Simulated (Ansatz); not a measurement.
The first iterations of a band of C2H6AlNOS (12 atoms, charge 0, multiplicity 1).

Level of theory: RKS PBE0-D4/cc-pVDZ in Ansatz 0.2.0.

```
movable images  : 2
climbing image  : yes
spring          : 5.0 eV/Å²
optimiser       : quadratic models (default)
start path      : through a guess of the saddle point
force threshold : 0.05 eV/Å
iteration limit : 60
end points      : relaxed
```

First end point:

```xyz
12
Properties=species:S:1:pos:R:3
C -0.991 -1.884 -0.957
S -1.436 -0.108 -1.071
Al 0.137 0.756 0.190
N 1.338 -0.294 0.989
C 0.148 2.767 0.392
O -0.733 3.386 -0.172
H -1.684 -2.428 -1.613
H 0.035 -2.068 -1.305
H -1.111 -2.262 0.069
H 1.370 -1.307 0.938
H 2.092 0.040 1.581
H 0.911 3.346 0.993
```

Last end point:

```xyz
12
Properties=species:S:1:pos:R:3
C -0.677 -1.865 -0.634
S -0.879 -0.082 -0.977
Al 0.951 0.747 0.408
N 1.899 -0.666 0.531
C 0.145 2.616 0.538
O -0.937 2.752 -0.004
H -0.950 -2.426 -1.536
H 0.389 -1.970 -0.353
H -1.315 -2.153 0.209
H -1.953 0.222 -0.209
H 2.801 -0.731 1.002
H 0.602 3.501 1.060
```

| iteration | highest image above the first end (eV) | largest band force component (eV/Å) |
| --- | --- | --- |
| 1 | 7.648 | 13.433 |
| 2 | 5.851 | 3.491 |
| 3 | 5.112 | 12.164 |
| 4 | 4.715 | 3.172 |
| 5 | 4.252 | 1.331 |
| 6 | 4.363 | 1.624 |
| 7 | 3.943 | 1.050 |
| 8 | 3.770 | 0.620 |
| 9 | 3.636 | 0.545 |
| 10 | 3.533 | 0.560 |
| 11 | 3.454 | 0.746 |
| 12 | 3.367 | 0.575 |
| 13 | 3.344 | 1.013 |
| 14 | 3.287 | 1.137 |
| 15 | 3.207 | 1.146 |
| 16 | 3.215 | 1.404 |
| 17 | 3.271 | 1.463 |
| 18 | 3.254 | 1.092 |

Task: Does the band converge within its limit, and where does its top end?

Result: It converged. It ended after 55 iterations with the highest image 2.971 eV above the first end. Neighbouring images differ by up to 2.7 eV, so the band resolves the path poorly. The order of the stationary point at the top wasn't checked. So few images can step over the top or miss a turn of the path. The orbitals stay closed-shell, which can raise the energy where a bond breaks towards radicals; this wasn't checked here.

Time of the run: 2.9 min on 2 threads of AMD EPYC 9R45 96-Core Processor (Zen 5), on a shared host, peak memory 0.35 GiB.
